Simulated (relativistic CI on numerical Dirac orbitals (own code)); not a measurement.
**One change at a time: Pt71+**

Base calculation: Dirac-Coulomb-Breit CI, separate exchange-only KLI orbitals for each configuration, QED by a radiative potential, unscaled Slater integrals.

CI space (outside the closed core 1s2): 2s2.2p3, 2s.2p4, 2p5, 2p4.3s, 2s2.2p2.3s, 2p4.3p, 2p4.3d, 2s2.2p2.3p, 2s2.2p2.3d, 2s.2p3.3s, 2s.2p3.3p, 2s.2p3.3d, 2s2.2p2.4s, 2s2.2p2.4p, 2s2.2p2.4d, 2s2.2p2.4f. Levels of other configurations are missing.

Variants: (1) QED terms removed; (2) only the first 3 configurations. Shifts of the energy above 2s2.2p3 2P°_3/2, in eV, for the lowest level and the first level of each name with at least 55 % of one term (blank where a level changes its place among those of its configuration and J or its character, or is not in the variant):

```
            Level     Base   Δ(1)  Δ(2)
  2s2.2p3 2P°_3/2      0.0    0.0   0.0
  2s2.2p3 4S°_3/2   1778.2   -1.5  -0.2
  2s2.2p3 2D°_5/2   1801.5   -1.5  -0.2
  2s2.2p3 2P°_1/2   1859.4   -1.4  -0.5
    2s.2p4 4P_5/2   2156.3  +20.5  -0.3
    2s.2p4 2S_1/2   2271.7  +20.5  -0.2
    2s.2p4 4P_3/2   3964.9  +19.0  -0.5
    2s.2p4 2D_5/2   4007.6  +19.0  -0.3
    2s.2p4 2P_1/2   4080.2  +19.1   0.0
    2s.2p4 2D_3/2   4087.7  +19.1   0.0
      2p5 2P°_3/2   4505.9  +40.8  +0.4
      2p5 2P°_1/2   6316.8  +39.6  +0.3
2s2.2p2.3s 4P_3/2  11583.7   -4.6      
2s2.2p2.3s 2P_1/2  11594.9   -4.6
```

At this charge energies of transitions that change n are usually good to better than 1 %, and those within a shell (Δn = 0) to a few per cent.

Ionisation energy from the two ground configurations alone: base 18631.9 eV; QED terms removed 18635.7 eV. The NIST ASD value (theoretical) is 18630 eV.

LS names give the leading component of a level, which can be under half, so a name can repeat, a term be missing and a line seem to break the LS rules.
